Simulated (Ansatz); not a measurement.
`COB(Cl)OC` and `COB(F)Cl` differ in one atom or group.

Ansatz, PBE0-D4/def2-TZVP geometries, multiplicity 1. Each molecule was computed in one conformer, which needn't be the lowest.

| property | `COB(Cl)OC` |
| --- | --- |
| size of the dipole moment (PBE/def2-TZVPP) / D | 2.27 |
| HOMO–LUMO gap (B3LYP/def2-TZVPP) / eV | 8.91 |
| LUMO energy (PBE/def2-TZVPP) / eV | -0.06 |
| HOMO energy (ωB97M-V/def2-TZVPP) / eV | -10.93 |
| LUMO energy (PBE0/def2-TZVPP) / eV | 0.92 |
| HOMO–LUMO gap (ωB97M-V/def2-TZVPP) / eV | 13.14 |

**Question.** Give the same properties after the change, and the shifts. (An estimate is asked.)

**Answer.** Computed: 
```json
{"property": "size of the dipole moment (PBE/def2-TZVPP) / D", "`COB(F)Cl`": "2.34", "shift": "0.07"}
{"property": "HOMO–LUMO gap (B3LYP/def2-TZVPP) / eV", "`COB(F)Cl`": "9.35", "shift": "0.44"}
{"property": "LUMO energy (PBE/def2-TZVPP) / eV", "`COB(F)Cl`": "-0.48", "shift": "-0.42"}
{"property": "HOMO energy (ωB97M-V/def2-TZVPP) / eV", "`COB(F)Cl`": "-11.63", "shift": "-0.70"}
{"property": "LUMO energy (PBE0/def2-TZVPP) / eV", "`COB(F)Cl`": "0.57", "shift": "-0.35"}
{"property": "HOMO–LUMO gap (ωB97M-V/def2-TZVPP) / eV", "`COB(F)Cl`": "13.83", "shift": "0.69"}
```

With PBE0 the HOMO falls by 0.73 eV and the LUMO falls by 0.35 eV, so the gap widens by about 0.38 eV. PBE moves the HOMO by -0.76 eV and ωB97M-V by -0.70 eV. The zero-point energy changes by -105.8 kJ/mol with -12 modes. Dipoles are sizes alone; their direction can turn.

B3LYP here is the variant with VWN-RPA as its local correlation; programs differ in this.
